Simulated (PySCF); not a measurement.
**Frontier levels across methods**

Species: C₅H₄F₂.
Numbering: `[CH:1]#[C:2][C:3](=[CH2:4])[CH:5]([F:6])[F:7]` (hydrogens: H8 on C1; H9, H10 on C4; H11 on C5)

Structure used (PBE0-D3(BJ)/def2-SVP), in Å, numbered top down from 1:
```xyz
11
C5H4F2 angstrom
C      2.052   -1.416    0.045
C      1.135   -0.626   -0.034
C      0.026    0.265   -0.137
C      0.152    1.588   -0.314
C     -1.336   -0.386   -0.044
F     -2.315    0.536   -0.124
F     -1.462   -1.027    1.137
H      2.873   -2.105    0.121
H      1.136    2.053   -0.383
H     -0.736    2.218   -0.394
H     -1.488   -1.126   -0.850
```

Basis pcSseg-1 throughout (PySCF), one geometry. Geometry: PBE0-D3(BJ)/def2-SVP, one conformer, isolated molecule.

How do the orbital energies, the gap and the dipole change with the method?

| method | kind | HOMO (eV) | LUMO (eV) | gap (eV) | μ (D) | SCF cycles |
| --- | --- | --- | --- | --- | --- | --- |
| BLYP | GGA | -6.30 | -2.14 | 4.16 | 1.76 | 16 |
| KT3 | GGA | -6.45 | -2.24 | 4.21 | 1.76 | 16 |
| PBE | GGA | -6.48 | -2.30 | 4.18 | 1.75 | 15 |
| B97-2 | global hybrid | -7.32 | -1.43 | 5.88 | 1.94 | 15 |
| PBE0 | global hybrid | -7.57 | -1.39 | 6.18 | 1.94 | 14 |
| mPW1PW91 | global hybrid | -7.59 | -1.40 | 6.19 | 1.97 | 14 |
| wB97X-D | range-separated hybrid | -9.37 | 0.38 | 9.75 | 1.99 | 14 |
| HF | Hartree–Fock | -9.82 | 2.43 | 12.25 | 2.29 | 13 |

The HOMO spans 3.52 eV, from BLYP down to HF, and the gap runs from 4.16 eV (BLYP) to 12.25 eV (HF). Over the methods BLYP (0 %), KT3 (0 %), PBE (0 %), B97-2 (21 %), PBE0 (25 %), mPW1PW91 (25 %), HF (100 %), a straight line through the gap against the share of exact exchange rises by 0.81 eV for each 10 % (correlation coefficient 1.000). The dipole ranges from 1.75 D (PBE) to 2.29 D (HF). This basis has no diffuse functions.
